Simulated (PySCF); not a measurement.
**Cu(2+) (copper, charge +2) across methods**

[Ar] 3d8 4s1, high-spin 4F determinant (an excited configuration). Calculation: PySCF 2.14, in aug-cc-pwCVDZ-PP with ECP10MDF; a scalar-relativistic core potential. The B2PLYP total includes its PT2 part (frozen core); its orbital energies are those of the SCF part.

| method | E (hartree) | mean ε 3d α (eV) | mean ε 3d β (eV) | mean ε 4s α (eV) | Σ⟨r²⟩ (bohr²) | ⟨S²⟩ |
| --- | --- | --- | --- | --- | --- | --- |
| PBE0 | -195.9322 | -41.281 | -38.907 | -26.208 | 18.33 | 3.750 |
| PBE | -195.9603 | -38.116 | -35.928 | -25.349 | 18.40 | 3.750 |
| MN15 | -196.1382 | -43.325 | -40.131 | -26.210 | 18.45 | 3.751 |
| LC-wPBE | -195.9958 | -43.594 | -41.380 | -28.928 | 18.36 | 3.750 |
| r2SCAN | -195.8993 | -38.496 | -36.300 | -25.719 | 18.32 | 3.751 |
| B2PLYP | -195.7442 | -44.422 | -41.952 | -27.061 | 18.31 | 3.751 |
| LDA | -195.5511 | -38.407 | -35.884 | -25.736 | 18.44 | 3.750 |
| UHF | -195.07892 | -49.783 | -46.784 | -28.296 | 18.31 | 3.752 |
| M06-L | -196.0178 | -38.342 | -36.233 | -25.124 | 18.28 | 3.751 |

Energies and moments cover only the electrons outside the core potential.
